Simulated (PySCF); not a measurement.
## NMR parameters of BeF2

BeF2, point group D∞h.

Bonds: Be1-F2 1.387 Å, Be1-F3 1.387 Å.

GIAO calculations in PySCF on the PBE0-D3(BJ)/def2-SVP structure: isolated species, non-relativistic, equivalent atoms averaged; basis pcSseg-1.

(1) Give the isotropic shieldings (ppm) with B3LYP, PBE0.

(2) And the chemical shifts, against references computed in the same way?

(3) Which part of the shielding of F2/F3 depends on the functional?

(4) What couplings does B3LYP/pcJ-1 give?

Results:

(1) 
```tsv
atoms	environment	B3LYP	PBE0
F2/F3	fluorine bonded to Be	363.9	368.8
Be1	Be bonded to 2 F	107	108
HOMO–LUMO gap (eV)	–	10.57	11.29
```

(2) 
| atoms | nucleus, reference | B3LYP | PBE0 |
| --- | --- | --- | --- |
| F2/F3 | ¹⁹F, CFCl3 | -192.0 | -191.6 |

(3) Diamagnetic: B3LYP 471, PBE0 471 ppm; paramagnetic: B3LYP -107, PBE0 -102 ppm. The diamagnetic part, set mainly by inner electrons, hardly moves; the paramagnetic part goes with low-lying magnetically allowed excitations and carries the spread.

(4) ²J(F2,F3) = 60.9 Hz (averaged over equivalent pairs; isotopes ¹⁹F).

Unscaled 19F shifts against computed CFCl3 carry errors that often reach 10 to 50 ppm.
